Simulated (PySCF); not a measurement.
# F⁻ (fluorine, charge -1) across methods

[Ne], closed-shell 1S. Calculation: PySCF 2.14, in aug-cc-pVTZ (5s4p3d2f, 46 functions); no relativity, point nucleus.

```json
{"method": "r2SCAN", "E (hartree)": "-99.8454", "mean ε 1s (eV)": "-654.45", "mean ε 2s (eV)": "-18.060", "mean ε 2p (eV)": "1.336", "Σ⟨r²⟩ (bohr²)": "17.40", "⟨S²⟩": "0.000"}
{"method": "UHF", "E (hartree)": "-99.45081", "mean ε 1s (eV)": "-702.97", "mean ε 2s (eV)": "-29.280", "mean ε 2p (eV)": "-4.924", "Σ⟨r²⟩ (bohr²)": "15.99", "⟨S²⟩": "0.000"}
{"method": "LDA", "E (hartree)": "-99.2560", "mean ε 1s (eV)": "-643.96", "mean ε 2s (eV)": "-16.450", "mean ε 2p (eV)": "1.369", "Σ⟨r²⟩ (bohr²)": "18.05", "⟨S²⟩": "0.000"}
{"method": "PBE", "E (hartree)": "-99.7996", "mean ε 1s (eV)": "-648.47", "mean ε 2s (eV)": "-16.666", "mean ε 2p (eV)": "1.574", "Σ⟨r²⟩ (bohr²)": "18.07", "⟨S²⟩": "0.000"}
{"method": "r2SCAN0", "E (hartree)": "-99.8280", "mean ε 1s (eV)": "-666.55", "mean ε 2s (eV)": "-20.908", "mean ε 2p (eV)": "-0.353", "Σ⟨r²⟩ (bohr²)": "16.91", "⟨S²⟩": "0.000"}
{"method": "M06-2X", "E (hartree)": "-99.8534", "mean ε 1s (eV)": "-674.55", "mean ε 2s (eV)": "-22.750", "mean ε 2p (eV)": "-1.977", "Σ⟨r²⟩ (bohr²)": "16.82", "⟨S²⟩": "0.000"}
{"method": "PBE0", "E (hartree)": "-99.7910", "mean ε 1s (eV)": "-662.04", "mean ε 2s (eV)": "-19.932", "mean ε 2p (eV)": "-0.127", "Σ⟨r²⟩ (bohr²)": "17.27", "⟨S²⟩": "0.000"}
{"method": "revPBE", "E (hartree)": "-99.8610", "mean ε 1s (eV)": "-648.77", "mean ε 2s (eV)": "-16.676", "mean ε 2p (eV)": "1.657", "Σ⟨r²⟩ (bohr²)": "18.03", "⟨S²⟩": "0.000"}
{"method": "wB97X-V", "E (hartree)": "-99.8539", "mean ε 1s (eV)": "-661.83", "mean ε 2s (eV)": "-22.586", "mean ε 2p (eV)": "-2.765", "Σ⟨r²⟩ (bohr²)": "17.42", "⟨S²⟩": "0.000"}
```

The highest occupied level is positive at r2SCAN, LDA, PBE, revPBE: only the finite basis holds that electron, which in a density functional comes from self-interaction.
